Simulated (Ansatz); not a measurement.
Two isomers of C2H8GeSi: A = `C=[C]([SiH3])[GeH3]`, B = `[GeH3][CH]1C[SiH2]1`.

Gas-phase electronic energies from Ansatz, PBE0-D4/def2-TZVP geometries. CCSD(T)/CBS adds triple-zeta CCSD(T) − MP2 to the extrapolated MP2 energy (def2 sets, frozen cores). Functionals use def2-TZVPP. B3LYP here is the variant with VWN-RPA as its local correlation; programs differ in this. For Ge outer-core shells are correlated without core-valence functions, which leaves a few kJ/mol of doubt a bond. Scalar relativity is left out up to krypton.

Question: Which isomer does CCSD(T)/CBS put lower? Give the gap. (An estimate is asked.)

Answer: The calculation gave: A, by 28.0 kJ/mol.

Question: Give E(B) − E(A) in kJ/mol with HF/def2-TZVPP, MP2/def2-TZVPP, ωB97M-V, PBE-D4, CCSD(T)/def2-TZVPP, PBE0-D4, B3LYP-D4. (Best estimate.)

Answer: The calculation gave: HF/def2-TZVPP 58.3, MP2/def2-TZVPP 19.2, ωB97M-V 21.8, PBE-D4 14.7, CCSD(T)/def2-TZVPP 30.4, PBE0-D4 12.0, B3LYP-D4 37.2. None reverses the order clearly.

Largest T1 diagnostic: 0.012.

In def2-TZVPP, CCSD(T) changes the Hartree–Fock value by −27.9 kJ/mol (the triples alone add −1.2 kJ/mol) and MP2 by −39.1 kJ/mol.
